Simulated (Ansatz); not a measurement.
Li5H4⁺. The state is a singlet with charge 1. Geometry PBE0-D4/def2-TZVP, basis def2-TZVP, Ansatz.

```xyz
9

Li   -0.873    0.748   -2.082
Li    1.414    0.445   -0.026
Li    0.816   -0.913    2.039
Li   -0.858    1.130    0.433
Li   -0.619   -1.750   -0.452
H     0.921   -1.453    0.335
H     0.299    1.399   -1.012
H     0.437    0.687    1.550
H    -1.538   -0.294   -0.787
```

| run | HOMO (eV) | LUMO (eV) |
| --- | --- | --- |
| A | -9.45 | -5.32 |
| B | -9.38 | -5.16 |
| C | -12.67 | -3.45 |
| D | -10.52 | -4.53 |
| E | -9.56 | -4.55 |

Another isomer (singlet) lies 0.45 eV lower at PBE0-D4/def2-TZVP; other spin states weren't run for this one.

The runs used LDA (SPW92), PBE, PBE0, r2SCAN, ωB97M-V. Estimate which is which.

A LDA (SPW92) (0 % exact exchange); B PBE (0 % exact exchange); C ωB97M-V (range-separated); D PBE0 (25 % exact exchange); E r2SCAN (0 % exact exchange). Exact exchange lowers occupied and raises empty levels; among semilocal functionals meta-GGAs tend to open the gap a little, and such runs are hard to tell apart. The gap grows from 4.13 eV (LDA (SPW92)) to 9.22 eV (ωB97M-V).
